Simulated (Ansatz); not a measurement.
Consider the isomerisation: `S[SiH]1CN1` → `N[SiH]1CS1`.

Program: Ansatz. Geometries: PBE0-D4/def2-TZVP. ΔE: electronic, gas phase. CBS: MP2 limit from def2 TZ/QZ plus the TZ coupled-cluster correction, frozen cores. DFT in def2-TZVPP. B3LYP here is the variant with VWN-RPA as its local correlation; programs differ in this. One conformer a species, not always the lowest.

```json
{"level": "B97M-V", "ΔE (kJ/mol)": "-107.3"}
{"level": "r2SCANh-D4", "ΔE (kJ/mol)": "-106.9"}
{"level": "B3LYP", "ΔE (kJ/mol)": "-102.5"}
{"level": "CCSD/CBS(def2)", "ΔE (kJ/mol)": "-108.1"}
```

(1) What does CCSD(T)/CBS give? (An estimate is asked.)

(2) What do rigid-rotor, harmonic-oscillator terms from PBE0-D4/def2-TZVP frequencies (298.15 K, 1 bar) make of the CCSD(T)/CBS value? (Estimate.)

Largest T1 diagnostic among the species: 0.012.

Answers

(1) Computed: -108.3 kJ/mol. The listed levels differ from it by 1.0, 1.4, 5.8, 0.2 kJ/mol.

(2) The calculation gave: ΔZPE = +6.4 kJ/mol, ΔH = -101.6 kJ/mol, ΔS = 2 J/(mol·K), ΔG = -102.1 kJ/mol.

From PBE to PBE0 (25 % exact exchange), in def2-TZVPP and without D4, ΔE moves by −4.6 kJ/mol. Leaving LDA and LC-ωPBE aside and taking each functional with its dispersion term where it has one, the values, not all of them listed here, spread over 9.3 kJ/mol, from PBE-QIDH to revPBE-D4. At CCSD(T), def2-SVP lies +16.1 kJ/mol from the extrapolated value and def2-TZVPP +3.8 kJ/mol.
